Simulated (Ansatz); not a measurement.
Frontier orbitals of `[CH3][AlH][AlH][F]`.

Charge 0, multiplicity 1. The structure was optimised at the PBE0-D4/def2-TZVP level. It is one conformer, not always the lowest. Basis def2-TZVPP, the Gaussian-basis code of Ansatz.

```csv
functional,HOMO (eV),LUMO (eV),gap (eV)
PBE,-5.85,-2.74,3.11
revPBE,-5.81,-2.64,3.17
B97M-V,-6.12,-2.73,3.39
PBE0,-6.91,-1.99,4.92
B3LYP,-6.74,-2.16,4.58
r2SCANh,-6.46,-2.25,4.21
ωB97M-V,-8.83,-0.37,8.46
HF,-9.36,0.73,10.09
```

A quarter of exact exchange (PBE0) shifts PBE's HOMO by −1.06 eV and its LUMO by +0.74 eV; full exchange at long range (ωB97M-V) shifts them by −2.98 and +2.36 eV. The gap opens from 3.11 to 8.46 eV, since occupied levels lose self-interaction and empty ones feel all the electrons.

B3LYP here is the variant with VWN-RPA as its local correlation; programs differ in this.
